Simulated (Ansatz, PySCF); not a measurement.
C₄H₂BrF, SMILES C#C/C(Br)=C\F. Atoms are numbered in the order given.

```xyz
8

C      2.2296    -1.7183     0.0000
C      1.1607    -1.1447     0.0000
C     -0.0732    -0.4556     0.0000
Br    -0.0196     1.4366     0.0000
C     -1.2750    -1.0536     0.0000
F     -1.3905    -2.3668     0.0000
H      3.1732    -2.2324     0.0000
H     -2.2261    -0.5156     0.0000
```
Charge 0, spin multiplicity 1.

Geometry optimised at PBE0-D3(BJ)/def2-SVP. The structure was generated by enumeration; whether it is a known compound was not checked.

Vertical ionisation energy (IE) and electron affinity (EA) in eV. Rows of orbital energies are one-electron estimates. Where ΔSCF, EOM or ADC give a negative EA the extra electron is unbound and the value depends on the basis.

| level | IE | EA |
|---|---|---|
| −ε(HOMO), −ε(LUMO), M06-2X/def2-TZVP (PySCF) | 8.27 | 0.46 |
| −ε(HOMO), −ε(LUMO), PBE/def2-TZVP (PySCF) | 6.01 | 2.21 |
| ΔSCF, PBE0/def2-SVPD (Ansatz), final states of multiplicity 2 and 2 | 9.16 | -0.38 |
| ΔSCF, PBE/def2-SVPD (Ansatz), final states of multiplicity 2 and 2 | 8.93 | -0.33 |

Q: What vertical singlet–triplet gap does ΔSCF give with PBE0/def2-SVPD (Ansatz, a first-principles code) and with PBE/def2-SVPD (Ansatz)? (Estimate from the structure and the level; the computed values follow.)

A: 3.17 and 3.17 eV (triplet above singlet where positive).
